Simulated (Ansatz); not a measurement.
Geometry optimisation, RKS B3LYP-D4/6-31G* in Ansatz 0.2.0.

The input (input.yaml):

```yaml
crystal:
  periodic: [false, false, false]
  atoms:
    - { symbol: O, position_ang: [-0.1761, 0.7987, 1.6413] }
    - { symbol: Si, position_ang: [-0.5336, 0.045, 0.1396] }
    - { symbol: O, position_ang: [0.2884, -1.3899, 0.0873] }
    - { symbol: B, position_ang: [1.185, -0.5529, -0.8204] }
    - { symbol: Cl, position_ang: [1.9403, -0.4172, -2.4738] }
    - { symbol: H, position_ang: [-0.7401, 1.7028, 1.5685] }
    - { symbol: H, position_ang: [-1.9027, -0.2544, -0.1882] }
basis:
  gaussian: { orbitals: "6-31G*" }
hamiltonian:
  xc: b3lyp
  dispersion: d4
relax:
  f_tol: 0.015
  max_steps: 40
```

Command:

```bash
$ ansatz run input.yaml --threads 1 --pin off --max-ram 2048MiB --backend cpu --events-out ev --progress --plain --runs-dir out
```

Task: Where does it end, and by what steps?

Result: It converged. After 18 steps the energy has fallen by 2.117 eV; H6 moved furthest, 0.70 Å.

| step | energy less start (eV) | largest force component (eV/Å) | accepted |
| --- | --- | --- | --- |
| 0 | 0.0000 | 4.885 | yes |
| 1 | -1.3507 | 2.395 | yes |
| 2 | -1.9113 | 0.969 | yes |
| 3 | -1.9736 | 0.722 | yes |
| 4 | -2.0005 | 0.541 | yes |
| 5 | -2.0165 | 0.271 | yes |
| 6 | -2.0354 | 0.314 | yes |
| 7 | -2.0195 | 1.129 | no |
| 8 | -2.0518 | 0.178 | yes |
| 9 | -2.0657 | 0.372 | yes |
| 10 | -2.0555 | 1.551 | no |
| 11 | -2.0841 | 0.277 | yes |
| 12 | -2.1014 | 0.224 | yes |
| 13 | -2.1080 | 0.326 | yes |
| 14 | -2.1158 | 0.160 | yes |
| 15 | -2.1166 | 0.062 | yes |
| 16 | -2.1168 | 0.031 | yes |
| 17 | -2.1169 | 0.026 | yes |
| 18 | -2.1170 | 0.006 | yes |

```xyz
7
Properties=species:S:1:pos:R:3
O -0.217 1.234 1.275
Si -0.493 0.209 0.011
O 0.498 -1.265 -0.014
B 0.894 -0.505 -1.052
Cl 2.128 -0.756 -2.257
H -0.822 1.179 2.030
H -1.927 -0.165 -0.040
```

Whether the end is a true minimum wasn't checked by a vibrational analysis.

Time of the run: 85 s on 1 thread of Arm Neoverse V1, with other jobs on the host, peak memory 0.17 GiB.
